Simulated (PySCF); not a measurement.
Isomers of C5H13PSi2, from PBE0-D3(BJ)/def2-SVP geometry optimisation, gas phase in PySCF. One conformer each, no zero-point energy, no frequencies.

Problem. Which is lower in electronic energy at this level?
A. `[PH2:1][Si@H:2]1[CH2:3][Si@H:4]([CH:5]2[CH2:6][CH2:7]2)[CH2:8]1` with H–P1–Si2–C3 82° and 176°, C3–Si4–C5–C6 93°: A = 3783, B = 501.0, C = 484.9 MHz, dipole 1.58 D
B. `[CH3:1][P:2]1[CH2:3][CH2:4][C:5]([SiH3:6])=[C:7]1[SiH3:8]` with C1–P2–C3–C4 79°, P2–C3–C4–C5 24°, C3–C4–C5–Si6 163°, C1–P2–C7–C5 -92°: A = 1439, B = 990.3, C = 670.3 MHz, dipole 1.86 D

Solution. A. That is `P[Si@H]1C[Si@H](C2CC2)C1`, 12.5 kcal/mol below the other.

| SMILES | mapped SMILES | E (Eh) | relative (kcal/mol) | relative (kJ/mol) | dipole (D) |
| --- | --- | --- | --- | --- | --- |
| P[Si@H]1C[Si@H](C2CC2)C1 | [PH2:1][Si@H:2]1[CH2:3][Si@H:4]([CH:5]2[CH2:6][CH2:7]2)[CH2:8]1 | -1117.66687 | 0.0 | 0.0 | 1.58 |
| CP1CCC([SiH3])=C1[SiH3] | [CH3:1][P:2]1[CH2:3][CH2:4][C:5]([SiH3:6])=[C:7]1[SiH3:8] | -1117.64688 | 12.5 | 52.5 | 1.86 |

As drawn, the lower has a three-membered ring and a four-membered ring, which the higher lacks; the higher has a C=C bond outside aromatic rings, which the lower lacks.
